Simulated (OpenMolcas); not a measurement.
**Lines of Co3+: computed and rescaled rates**

```json
{
 "Program": "OpenMolcas 26.06",
 "Method": "MS-CASPT2, IPEA 0.25 Eh, imaginary shift 0.1 Eh (closed shells correlated: 3s 3p)",
 "Basis": "ANO-RCC-VTZP [6s5p3d2f1g]",
 "Scalar Hamiltonian": "DKH2, point nucleus",
 "Active space": "6 electrons in 10 orbitals (3d 4d)",
 "State averaging": "2S+1 = 5 even, 5 roots; 2S+1 = 3 even, 45 roots; 2S+1 = 1 even, 44 roots",
 "Spin-orbit coupling": "state interaction with AMFI integrals over the reference wave functions, term energies averaged over their components"
}
```

Rates come from the transition moments of the reference wave functions (E1 and E2 in the length form). At fixed line strength A goes as λ^-3 for E1 and M1 and as λ^-5 for E2, so a rate at the computed wavelength can be rescaled to the measured one. Measured vacuum wavelengths follow from level energies in Sugar and Corliss, J. Phys. Chem. Ref. Data 10, 1097 (1981). Branching counts decays inside the model space alone, at computed energies, and the table is only a selection of the E2 and M1 lines, drawn from those between levels with measured partners whose computed energy lies within a factor of 1.5 of the measured one.

```csv
Upper,Lower,Type,λ computed (nm),λ measured (nm),A computed (s-1),A rescaled (s-1),Branching %
3d⁶ ¹G₄(2),3d⁶ ¹I₆,E2,307.8,312.8,3.54e+00,3.27e+00,57.9
3d⁶ ³F₂(2),3d⁶ ³H₄,E2,278.7,281.9,3.41e+00,3.22e+00,41.7
3d⁶ ³F₄(2),3d⁶ ³H₆,E2,273.9,276.6,3.37e+00,3.21e+00,38.1
3d⁶ ³F₃(2),3d⁶ ³H₅,E2,275.8,278.8,3.34e+00,3.16e+00,40.2
3d⁶ ¹S₀,3d⁶ ³P₁(1),M1,579.6,598.3,3.11e+00,,99.9
3d⁶ ³P₀(2),3d⁶ ³P₂(1),E2,280.5,282.2,2.55e+00,2.47e+00,50.2
3d⁶ ³P₁(1),3d⁶ ⁵D₂,M1,406.2,422.8,1.45e+00,,77.9
3d⁶ ³F₄(1),3d⁶ ⁵D₄,M1,379.8,393.8,1.17e+00,,83.9
3d⁶ ³P₂(1),3d⁶ ⁵D₃,M1,431.9,449.6,1.13e+00,,90.9
3d⁶ ³F₃(1),3d⁶ ⁵D₃,M1,384.2,398.5,6.43e-01,,65.6
3d⁶ ¹D₂,3d⁶ ³F₃(1),M1,570.1,602.2,6.32e-01,,40.5
3d⁶ ¹G₄(1),3d⁶ ³F₄(1),M1,832.1,886,5.95e-01,,38.3
3d⁶ ³D₃,3d⁶ ⁵D₄,M1,267.7,273.6,5.50e-01,,55.4
3d⁶ ³F₂(1),3d⁶ ⁵D₂,M1,387.1,401.7,2.57e-01,,56.8
3d⁶ ¹F₃,3d⁶ ³G₄,M1,466.1,475.3,2.43e-01,,36.1
3d⁶ ¹I₆,3d⁶ ³H₆,M1,787.7,815.4,2.25e-01,,60.2
3d⁶ ¹I₆,3d⁶ ³H₅,M1,805,839.6,1.48e-01,,39.6
3d⁶ ³G₃,3d⁶ ³H₄,M1,1775,1787,9.58e-02,,39.6
3d⁶ ³G₅,3d⁶ ³H₆,M1,1877,1872,8.66e-02,,45.3
3d⁶ ³G₄,3d⁶ ³F₄(1),M1,2405,2383,7.35e-02,,42.5
3d⁶ ³H₄,3d⁶ ⁵D₄,M1,398.8,412,3.21e-02,,84.7
3d⁶ ⁵D₃,3d⁶ ⁵D₄,M1,16420,15650,7.86e-03,9.08e-03,100.0
3d⁶ ⁵D₂,3d⁶ ⁵D₃,M1,23850,22800,4.78e-03,5.47e-03,100.0
3d⁶ ³H₅,3d⁶ ³H₆,M1,36680,28380,5.27e-04,1.14e-03,89.7
3d⁶ ³H₆,3d⁶ ⁵D₄,E2,406.2,422.3,2.51e-05,,100.0
```

Spin-changing lines and M1 lines between different terms are not rescaled, since their strength hangs on the term gaps too.

The largest correction is for 3d⁶ ³H₅ → 3d⁶ ³H₆ (M1): 5.27e-04 × (36680 / 28380)^3 = 1.14e-03 s-1, a factor of 2.16.

These are rates of the free ion; in crystals, glasses and complexes forced electric-dipole and non-radiative decay shorten such lifetimes by orders of magnitude. No measured rate stands beside these. Rescaling mends the energy factor alone: line strengths can still be far off where a level mixes with configurations outside the active space, and weak or spin-changing lines hang on small mixing coefficients that depend on the term gaps too, so rescaling need not improve them.

CASPT2 does not keep the components of a term degenerate, so their means are used; among the terms shown or strongly mixed into the levels shown the widest spread is 1000 cm-1 (3d⁶ ¹I). Active for correlation alone: 4d; no level in the range computed is led by a configuration that fills it, so any true level of that kind is missing. The CASPT2 spread within a term exceeds the gap to the next term for 3d⁶ ³D and 3d⁶ ¹I, 3d⁶ ¹I and 3d⁶ ¹G(1), so the order of their levels is uncertain. Computed and measured levels are paired by configuration, term and J; levels that our copy of the source lacks, or whose pairing is in doubt (as where it misses far off the trend of its configuration), stay unpaired. Levels of configurations outside the active space are missing.

A number in round brackets counts repeated terms of one configuration in the order of the reference energies.
